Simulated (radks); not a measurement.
The numbers below are computed, except where a source is named.
Problem. Isoelectronic series with 3 electrons, each ion in its NIST ground configuration. Code: a radial shooting solver on a logarithmic mesh with Libxc functionals. Model: scalar-relativistic Kohn-Sham, PBE, spin-polarised, spherical densities, point nucleus; open shells are filled with parallel spins first. Total energies (hartree) and mean radii <r> (bohr):

| ion | configuration | E (hartree) | 2s up | 1s down | 1s up |
|---|---|---|---|---|---|
| Li | [He] 2s1 | -7.46301 | 3.790 | 0.5815 | 0.5819 |
| C3+ | [He] 2s1 | -34.74608 | 1.272 | 0.2692 | 0.2693 |
| F6+ | [He] 2s1 | -82.34173 | 0.7741 | 0.1749 | 0.1749 |
| Mg9+ | [He] 2s1 | -150.31655 | 0.5567 | 0.1294 | 0.1294 |
| P12+ | [He] 2s1 | -238.77288 | 0.4345 | 0.1026 | 0.1026 |
| Ar15+ | [He] 2s1 | -347.84518 | 0.3560 | 0.08493 | 0.08495 |
| Sc18+ | [He] 2s1 | -477.70069 | 0.3013 | 0.07239 | 0.07240 |
| Cr21+ | [He] 2s1 | -628.54063 | 0.2610 | 0.06302 | 0.06303 |
| Co24+ | [He] 2s1 | -800.60178 | 0.2299 | 0.05575 | 0.05576 |
| As30+ | [He] 2s1 | -1209.52411 | 0.1853 | 0.04518 | 0.04519 |
| Kr33+ | [He] 2s1 | -1447.05528 | 0.1687 | 0.04121 | 0.04122 |

Estimate the row of Zn27+ ([He] 2s1).

Solution. E (hartree) -994.15832; 2s up 0.2053; 1s down 0.04994; 1s up 0.04995.
